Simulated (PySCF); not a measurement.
Isomers of C7H10Ge, from PySCF, PBE0-D3(BJ)/def2-SVP geometry optimisation, gas phase. One conformer each, no zero-point energy, no frequencies.

**Question.** Which is lowest in electronic energy at this level?
A. `[CH2:1]=[C:2]([CH3:3])[C:4]1=[CH:5][CH:6]=[CH:7][GeH2:8]1` with C1–C2–C4–C5 180°: A = 2507, B = 1128, C = 789.6 MHz, dipole 0.66 D
B. GeH2MePh, `c1cc[c](cc1)[GeH2][CH3]`: A = 3620, B = 767.2, C = 715.9 MHz, dipole 0.72 D
C. `C=CC#C/C=[C](\C)[GeH3]`: A = 5789, B = 392.1, C = 369.7 MHz, dipole 0.67 D

**Answer.** B. That is `[H][Ge]([H])([CH3])[c]1ccccc1` (GeH2MePh), 39.6 kcal/mol below the next.

```csv
SMILES,mapped SMILES,E (Eh),relative (kcal/mol),relative (kJ/mol),dipole (D)
[H][Ge]([H])([CH3])[c]1ccccc1,–,-2348.73702,0.0,0.0,0.72
C=C(C)[C]1=CC=[CH][GeH2]1,[CH2:1]=[C:2]([CH3:3])[C:4]1=[CH:5][CH:6]=[CH:7][GeH2:8]1,-2348.67386,39.6,165.8,0.66
C=CC#C/C=[C](\C)[GeH3],[CH2:1]=[CH:2][C:3]#[C:4]/[CH:5]=[C:6](\[CH3:7])[GeH3:8],-2348.61569,76.1,318.5,0.67
```
